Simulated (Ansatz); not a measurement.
H5InN2O, SMILES `[NH2][In]([NH2])[OH]` from Hartree–Fock to CCSD(T)

```json
{"atom": "N1", "x (Å)": "1.812", "y (Å)": "0.494", "z (Å)": "0.067"}
{"atom": "In2", "x (Å)": "-0.092", "y (Å)": "-0.173", "z (Å)": "-0.074"}
{"atom": "N3", "x (Å)": "-1.756", "y (Å)": "0.949", "z (Å)": "-0.243"}
{"atom": "O4", "x (Å)": "-0.393", "y (Å)": "-2.109", "z (Å)": "-0.420"}
{"atom": "H5", "x (Å)": "1.941", "y (Å)": "1.382", "z (Å)": "0.531"}
{"atom": "H6", "x (Å)": "2.477", "y (Å)": "-0.164", "z (Å)": "0.449"}
{"atom": "H7", "x (Å)": "-1.792", "y (Å)": "1.794", "z (Å)": "0.309"}
{"atom": "H8", "x (Å)": "-2.618", "y (Å)": "0.439", "z (Å)": "-0.112"}
{"atom": "H9", "x (Å)": "0.420", "y (Å)": "-2.612", "z (Å)": "-0.506"}
```

The species carries charge 0 and has multiplicity 1. Correlated methods include outer-core shells of In, which these sets cover unevenly. In takes the def2 core potential. The geometry is a stationary point of PBE0-D4/def2-TZVP. It is one conformer, not always the lowest. Frozen core, restricted reference, the Gaussian-basis code of Ansatz.

```tsv
basis	HF (Eh)	MP2 corr.	CCSD corr.	(T)	CCSD(T) total
def2-SVP	?	?	-0.65897	-0.01759	?
def2-TZVPP	?	-0.97312	-0.97867	?	?
def2-QZVPP	-376.00373	-1.21479	–	–	–
```

Fill in the withheld values. (Best estimate.)

The calculation gave: def2-SVP HF (Eh): -375.73811; def2-SVP MP2 corr.: -0.63194; def2-SVP CCSD(T) total: -376.41467; def2-TZVPP HF (Eh): -375.99221; def2-TZVPP (T): -0.03607; def2-TZVPP CCSD(T) total: -377.00695.
